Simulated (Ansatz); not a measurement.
`F[SiH2][AlH][NH][SiH3]` and `F[SiH2][AlH2]` differ in one atom or group.

Ansatz, PBE0-D4/def2-TZVP geometries, multiplicity 1. Each molecule was computed in one conformer, which needn't be the lowest.

```json
{"property": "size of the dipole moment (ωB97M-V/def2-TZVPP) / D", "`F[SiH2][AlH][NH][SiH3]`": "2.08"}
{"property": "HOMO energy (PBE0/def2-TZVPP) / eV", "`F[SiH2][AlH][NH][SiH3]`": "-7.65"}
{"property": "HOMO–LUMO gap (PBE/def2-TZVPP) / eV", "`F[SiH2][AlH][NH][SiH3]`": "3.98"}
{"property": "LUMO energy (B3LYP/def2-TZVPP) / eV", "`F[SiH2][AlH][NH][SiH3]`": "-1.91"}
{"property": "size of the dipole moment (B3LYP/def2-TZVPP) / D", "`F[SiH2][AlH][NH][SiH3]`": "2.05"}
{"property": "LUMO energy (PBE/def2-TZVPP) / eV", "`F[SiH2][AlH][NH][SiH3]`": "-2.50"}
```

Give the same properties after the change, and the shifts. (Estimate.)

Computed: 
```json
{"property": "size of the dipole moment (ωB97M-V/def2-TZVPP) / D", "`F[SiH2][AlH2]`": "1.34", "shift": "-0.74"}
{"property": "HOMO energy (PBE0/def2-TZVPP) / eV", "`F[SiH2][AlH2]`": "-7.65", "shift": "0.00"}
{"property": "HOMO–LUMO gap (PBE/def2-TZVPP) / eV", "`F[SiH2][AlH2]`": "3.49", "shift": "-0.49"}
{"property": "LUMO energy (B3LYP/def2-TZVPP) / eV", "`F[SiH2][AlH2]`": "-2.46", "shift": "-0.55"}
{"property": "size of the dipole moment (B3LYP/def2-TZVPP) / D", "`F[SiH2][AlH2]`": "1.34", "shift": "-0.71"}
{"property": "LUMO energy (PBE/def2-TZVPP) / eV", "`F[SiH2][AlH2]`": "-3.03", "shift": "-0.53"}
```

Dipoles are sizes alone; their direction can turn.

B3LYP here is the variant with VWN-RPA as its local correlation; programs differ in this.
